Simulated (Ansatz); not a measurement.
`[OH][AlH][O]B(F)Cl`, 8 atoms. The species carries charge 0 and has multiplicity 1. All runs use 4 threads of an Arm Neoverse V2 on a shared host. Correlated methods freeze the cores.

Give the basis size and wall time and peak host memory of each of these runs in Ansatz. RKS ωB97M-V/def2-QZVPP energy; RKS BLYP-D4/def2-TZVPP energy; RKS ωB97M-V/def2-SVP energy; direct RPA on PBE orbitals/def2-TZVPP energy; RKS PBE0-D4/def2-SVP energy; RKS PBE0-D4/def2-TZVP frequencies; RHF-CCSD(T)/def2-SVP energy; RHF-MP2/def2-QZVPP energy; RKS PBE0-D4/def2-TZVP relaxation (16 steps); RKS ωB97X-V/def2-TZVPP energy; RKS PBE0-D4/def2-QZVPP energy; RKS r2SCANh-D4/def2-TZVPP energy. (Best estimate.)

The calculation gave: Other jobs shared the machine, so times are rough.

| level | job | functions | wall time | peak host memory (GiB) |
| --- | --- | --- | --- | --- |
| RKS PBE0-D4/def2-SVP | energy | 102 | 0.8 s | 0.2 |
| RKS BLYP-D4/def2-TZVPP | energy | 236 | 1.6 s | 0.3 |
| RHF-CCSD(T)/def2-SVP | energy | 102 | 3.4 s | 0.42 |
| RKS ωB97M-V/def2-SVP | energy | 102 | 3.8 s | 0.31 |
| RKS r2SCANh-D4/def2-TZVPP | energy | 236 | 3.9 s | 0.61 |
| direct RPA on PBE orbitals/def2-TZVPP | energy | 236 | 3.9 s | 0.55 |
| RKS ωB97X-V/def2-TZVPP | energy | 236 | 6 s | 0.72 |
| RKS PBE0-D4/def2-QZVPP | energy | 428 | 6 s | 1.5 |
| RHF-MP2/def2-QZVPP | energy | 428 | 12 s | 2.1 |
| RKS ωB97M-V/def2-QZVPP | energy | 428 | 14 s | 1.8 |
| RKS PBE0-D4/def2-TZVP | relaxation (16 steps) | 210 | 47 s | 0.57 |
| RKS PBE0-D4/def2-TZVP | frequencies | 210 | 92 s | 0.56 |
